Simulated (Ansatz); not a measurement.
Job for Ansatz (a program for electronic structure): R-PBE0/def2-TZVPP on LiMg+, 2S+1 = 1, a spin state set in the input, which need not be the lowest. Charge +1.

Ansatz 0.2 input:
```yaml
crystal:
  periodic: [false, false, false]
  atoms:
    - {symbol: Li, position_ang: [0.00000000, 0.00000000, 0.00000000]}
    - {symbol: Mg, position_ang: [0.00000000, 0.00000000, 2.55500000]}
basis:
  gaussian:
    orbitals: def2-TZVPP
hamiltonian:
  xc: {name: PBE0}
total_charge: 1
relax: {f_tol: 0.002, max_steps: 120}
```

Output:

```
WARN ansatz: RAYON_NUM_THREADS=1 ignored (pool sized by the plan → 1); use --threads N
Functional definition: PBE0
integrals: 0.01 GiB planned
433 factors; their error is unknown
mean field: 0.10 GiB planned
mean field evaluation 1: about -5639.4701 eV, gradient 6.5e0 eV
mean field evaluation 2: about -5639.5403 eV, gradient 2.8e0 eV
mean field evaluation 4: about -5639.5530 eV, gradient 4.3e-2 eV
mean field evaluation 8: about -5639.5749 eV, gradient 1.4e-3 eV
mean field -5639.57491938 eV, -207.2505556460 hartree, gradient 6.4e-5 eV, S^2 0.000000; 0 other end points of the search recorded, 0 dependent functions left out
the calculation of the forces begins
reference -5639.57495284 eV, -207.2505568757 hartree; 7, 7 occupied and 44, 44 virtual orbitals, 433 factors
relax step   1: F+E_penalty+E_count = -5639.57491938 eV  Δ(F+E_penalty+E_count) = +0.000e0 eV  max|allowed force component| = 7.789e-1 eV/Å  Δτ_max = 0.0000 Å  (22 SCF iters, accepted)
these checks for a lower state are left out or cut short: starts, cluster_reference, orbital_swaps, neighbouring_geometries, increment
integrals: 0.01 GiB planned
433 factors; their error is unknown
mean field: 0.10 GiB planned
mean field evaluation 16: about -5639.6907 eV, gradient 2.7e-5 eV
mean field -5639.69070112 eV, -207.2548105466 hartree, gradient 6.8e-5 eV, S^2 0.000000; 0 other end points of the search recorded, 0 dependent functions left out
the calculation of the forces begins
reference -5639.69073494 eV, -207.2548117893 hartree; 7, 7 occupied and 44, 44 virtual orbitals, 433 factors
relax step   2: F+E_penalty+E_count = -5639.69070112 eV  Δ(F+E_penalty+E_count) = -1.158e-1 eV  max|allowed force component| = 6.861e-2 eV/Å  Δτ_max = 0.1527 Å  (22 SCF iters, accepted)
these checks for a lower state are left out or cut short: starts, cluster_reference, orbital_swaps, neighbouring_geometries, increment
integrals: 0.01 GiB planned
433 factors; their error is unknown
mean field: 0.10 GiB planned
mean field -5639.69220301 eV, -207.2548657399 hartree, gradient 3.3e-5 eV, S^2 0.000000; 0 other end points of the search recorded, 0 dependent functions left out
the calculation of the forces begins
reference -5639.69223685 eV, -207.2548669836 hartree; 7, 7 occupied and 44, 44 virtual orbitals, 433 factors
relax step   3: F+E_penalty+E_count = -5639.69220301 eV  Δ(F+E_penalty+E_count) = -1.502e-3 eV  max|allowed force component| = 1.541e-2 eV/Å  Δτ_max = 0.0295 Å  (22 SCF iters, accepted)
these checks for a lower state are left out or cut short: starts, cluster_reference, orbital_swaps, neighbouring_geometries, increment
integrals: 0.01 GiB planned
433 factors; their error is unknown
mean field: 0.10 GiB planned
mean field -5639.69229189 eV, -207.2548690063 hartree, gradient 5.6e-5 eV, S^2 0.000000; 0 other end points of the search recorded, 0 dependent functions left out
the calculation of the forces begins
reference -5639.69232573 eV, -207.2548702499 hartree; 7, 7 occupied and 44, 44 virtual orbitals, 433 factors
relax step   4: F+E_penalty+E_count = -5639.69229189 eV  Δ(F+E_penalty+E_count) = -8.888e-5 eV  max|allowed force component| = 9.758e-4 eV/Å  Δτ_max = 0.0054 Å  (16 SCF iters, accepted)
integrals: 0.01 GiB planned
433 factors; their error is unknown
mean field: 0.10 GiB planned
mean field evaluation 32: about -5639.5988 eV, gradient 5.4e0 eV
mean field -5639.69229189 eV, -207.2548690063 hartree, gradient 5.6e-5 eV, S^2 0.000000; 1 other end points of the search recorded, 0 dependent functions left out
the calculation of the forces begins
reference -5639.69232573 eV, -207.2548702499 hartree; 7, 7 occupied and 44, 44 virtual orbitals, 433 factors
Total energy: -5639.69232573 eV, -207.2548702499 hartree
Atom 0 at     0.000000    -0.000000    -0.176781 Å, force    -0.000000    -0.000000     0.000976 eV/Å
Atom 1 at    -0.000000     0.000000     2.731781 Å, force     0.000000    -0.000000    -0.000976 eV/Å
Dipole moment:    -0.000000     0.000000    -1.164858 e Å
```

Self-consistency was reached.

Cost: roughly 2.9 core-seconds.
